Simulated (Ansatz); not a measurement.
Sn(GeH3)H3 (SnGeH₆). Total charge 0; singlet. Geometry relaxed at r2SCAN-D4/def2-TZVP.

```xyz
8

Sn   -0.965    0.511   -0.656
Ge    0.998   -0.529    0.679
H     0.476   -1.338    1.874
H     1.928    0.569    1.212
H     1.823   -1.466   -0.213
H    -1.938    1.476    0.361
H    -1.944   -0.713   -1.332
H    -0.378    1.490   -1.925
```

In the def2 sets Sn takes a core potential; there is no spin–orbit coupling.

Task: Estimate the harmonic wavenumbers at RKS r2SCAN-D4/def2-TZVP (Ansatz, unscaled). Is this a minimum?

Result: 82, 222, 314, 314, 499, 499, 656, 729, 729, 795, 887, 887, 1923, 1931, 1931, 2135, 2150, 2150 cm⁻¹. Yes, no mode is imaginary beyond noise. Zero-point energy 112.6 kJ/mol. Run time 3.5 min (2 threads of Intel Xeon on a shared host).
